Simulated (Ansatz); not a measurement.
A made-up structure of CH4GeS, closed shell:

```
atom    x (Å)    y (Å)    z (Å)
  C1   0.7748   0.3295   0.4424
  S2  -0.4373  -1.4677   0.7505
 Ge3  -0.7874  -0.2054  -0.5507
  H4  -0.6016  -0.7060  -1.9631
  H5  -2.0697   0.5628  -0.3372
  H6   0.6915   1.0942   1.1718
  H7   1.7353   0.1920   0.0158
```

It is relaxed with PBE-D4/def2-SVP and then PBE0-D4/def2-TZVP (Ansatz 0.2.0). Atoms count as bonded within 1.22 times the sum of their covalent radii (H–H: 0.88 Å). The end point is not checked to be a true minimum.

Q: Does its bonding change? (Judge from chemistry; the calculation decides.)

A: By the calculation: No: no bond forms or breaks.

Where it ends: The first stage lowers the energy by 2.44 eV in 7 steps. It ends as CH₄GeS ([CH2]1[S][GeH2]1):
```xyz
7
angstrom
C 0.6933 0.2096 0.4624
S -0.1020 -1.3743 0.9804
Ge -0.8374 -0.1241 -0.6594
H -0.6277 -0.6513 -2.0761
H -2.1306 0.6477 -0.4117
H 0.6276 1.0018 1.2011
H 1.6825 0.0900 0.0328
```

Labels in which every atom is bracketed show which atoms are joined, not bond orders.

For scale, one of the runs: PBE0-D4/def2-TZVP relaxation, 140 basis functions, launched by `ansatz run in.yaml --threads 2 --pin off --events-out ev --progress --plain --max-ram 4352MiB`. The run took about 15 s on 2 CPU threads of an Arm Neoverse V2 (shared host).
